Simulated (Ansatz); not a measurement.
# Interaction energy ladder

The pair of H$_{2}$S (SMILES S, atoms 1–3) and AsH$_{3}$ (SMILES [AsH3], atoms 4–7), both closed shells, in one local arrangement (a lower one may exist), relaxed at PBE0-D4/def2-TZVP:

```
7
angstrom
S 0.7755 -0.2710 -2.2408
H -0.3274 -1.0327 -2.2964
H 0.0542 0.8561 -2.1448
As -0.4642 0.4515 1.2597
H 1.0418 0.5800 1.4146
H -0.6863 0.4828 2.7673
H -0.3934 -1.0667 1.2403
```

Computed with Ansatz 0.2.0 (basis: def2-TZVPPD, with def2-QZVPPD for the basis limit); correlated methods freeze the cores. Filled d shells of the heavier atoms are correlated. The def2 sets are not built for correlating such inner shells, so the correlated values are less sure here. B3LYP uses VWN-RPA correlation. Extrapolation: Hartree–Fock as exp(−7.88 √X), correlation as X^−2.97. Interaction energies count from these two fragments, frozen as in the pair, with the counterpoise correction; negative means bound.

What is the interaction energy by CCSD(T) at an estimated basis limit (MP2 extrapolated from triple and quadruple zeta, plus CCSD(T) − MP2 in triple zeta)? (An estimate is asked for; the value comes from the calculation.)

Computed: -5.2 kJ/mol. Hartree–Fock alone gives 2.7 kJ/mol at the basis limit, so without correlation the pair would not bind at this distance. It counts from the two fragments frozen as in the pair.

The same quantity by other methods in triple zeta, and each one's difference from that estimate:
```tsv
method	E_int (kJ/mol)	difference
PBE-D4	-6.9	-1.8
revPBE-D4	-5.8	-0.6
BLYP-D4	-5.5	-0.3
r2SCAN-D4	-5.1	0.0
B97M-V	-5.6	-0.4
PBE0-D4	-6.4	-1.2
B3LYP-D4	-5.8	-0.6
HSE06-D4	-6.4	-1.3
wB97X-V	-5.3	-0.2
wB97M-V	-5.4	-0.2
B2PLYP	-1.3	3.9
HF	2.7	7.8
MP2	-4.8	0.4
CCSD	-2.7	2.5
CCSD(T)	-3.7	1.5
```
Differences are method less estimate.

Which atoms make the shortest contact between the fragments?

H3 and As4, 3.47 Å apart.

Basis-set superposition shift (counterpoise-corrected less uncorrected): CCSD(T) 1.7; MP2 1.7; HF 0.4; PBE0-D4 0.4; wB97M-V 0.6 kJ/mol.

T1 diagnostic: at most 0.012.

For scale, one of the runs: CCSD(T)/def2-TZVPPD, 190 basis functions, launched by `ansatz run in.yaml --threads 2 --pin off --events-out ev --progress --plain --max-ram 5222MiB`. The run took 46 s on 2 CPU threads of an Arm Neoverse V2 (shared host), with 1.9 GiB of host memory at its peak.
